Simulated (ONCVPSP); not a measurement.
# An all-electron radial function and its pseudo partner (xenon)

Columns: radius, all-electron u(r) and pseudo u(r) of the 4p shell (level -141.07 eV) of xenon in the configuration [Ar] 3d10 4s2 4p6 4d10 5s2 5p6; PBEsol, scalar-relativistic, ONCV scheme, ONCVPSP 4.0.1.

```
r (bohr)  all-electron  pseudo
   0.084        0.3693  0.0315
   0.168       -0.5285  0.1295
   0.252       -0.7047  0.2989
   0.336       -0.2174  0.5309
   0.420        0.4189  0.7937
   0.504        0.9212  1.0383
   0.588        1.2143  1.2165
   0.672        1.3209  1.2982
   0.756        1.2965  1.2824
   0.840        1.1938  1.1905
   0.924        1.0532  1.0543
   1.008        0.9015  0.9025
   1.092        0.7548  0.7547
   1.176        0.6216  0.6209
   1.260        0.5054  0.5048
   1.344        0.4068  0.4064
   1.428        0.3249  0.3246
   1.512        0.2579  0.2577
   1.596        0.2037  0.2035
   1.680        0.1601  0.1599
   1.764        0.1254  0.1253
   1.848        0.0979  0.0978
   1.932        0.0763  0.0762
   2.016        0.0593  0.0592
   2.100        0.0460  0.0459
   2.184        0.0356  0.0355
```

How many radial nodes do the two functions have?

The all-electron 4p function has n − l − 1 = 2; the pseudo-wave has 0, since the states of the same l below it are removed with the core.

At about which radius was the pseudo-wave matched?

1.30 bohr, where the columns begin to agree (steps of 0.08 bohr).

Is the pseudo-wave norm-conserving?

Yes: the ONCV scheme keeps the norm inside the radius equal to the all-electron one, which fixes the energy derivative of the logarithmic derivative at the level.
